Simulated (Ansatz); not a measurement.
C3H7ClSe (SMILES CC(C)[Se]Cl), singlet, geometry from GFN2-xTB; Ansatz (a program for electronic structure) with PBE/3-21G.

Input for Ansatz:
Ansatz 0.2 input:
```yaml
crystal:
  periodic: [false, false, false]
  atoms:
    - {symbol: Se, position_ang: [0.59555703, -0.28492485, 0.48857811]}
    - {symbol: Cl, position_ang: [1.04621764, 1.73732968, -0.03648850]}
    - {symbol: C, position_ang: [-1.26444326, -0.36547942, -0.25620103]}
    - {symbol: C, position_ang: [-1.90459701, -1.65308863, 0.22999762]}
    - {symbol: C, position_ang: [-1.22857988, -0.26541453, -1.76840001]}
    - {symbol: H, position_ang: [-1.77201465, 0.50318837, 0.17463569]}
    - {symbol: H, position_ang: [-2.93395280, -1.70640929, -0.12039195]}
    - {symbol: H, position_ang: [-1.36499709, -2.51731665, -0.15439935]}
    - {symbol: H, position_ang: [-1.90573287, -1.70100612, 1.31761956]}
    - {symbol: H, position_ang: [-0.71729034, 0.64213259, -2.08348804]}
    - {symbol: H, position_ang: [-2.24352210, -0.24114829, -2.16242531]}
    - {symbol: H, position_ang: [-0.71140816, -1.12270457, -2.19528152]}
basis:
  gaussian:
    orbitals: 3-21G.json
hamiltonian:
  xc: pbe
```
The basis file holds 3-21G in the JSON format of the Basis Set Exchange.

What the program printed (banner, timings and long lists left out):

```
Functional definition: PBE
857 factors; integrals over basis functions are off by at most 1.0e-3 eV
mean field evaluation 1: about -80683.2483 eV, gradient 5.6e1 eV
mean field evaluation 2: about -80667.0668 eV, gradient 9.2e1 eV
mean field evaluation 4: about -80690.6552 eV, gradient 7.6e0 eV
mean field evaluation 8: about -80690.7463 eV, gradient 5.4e-1 eV
mean field evaluation 16: about -80690.7472 eV, gradient 5.7e-6 eV
mean field -80690.74723115 eV, -2965.3302665920 hartree, gradient 6.2e-6 eV, S^2 0.000000; 0 other end points of the search recorded, 0 dependent functions left out
reference -80690.74726177 eV, -2965.3302677170 hartree; 38, 38 occupied and 39, 39 virtual orbitals, 857 factors
Total energy: -80690.74726177 eV, -2965.3302677170 hartree
```
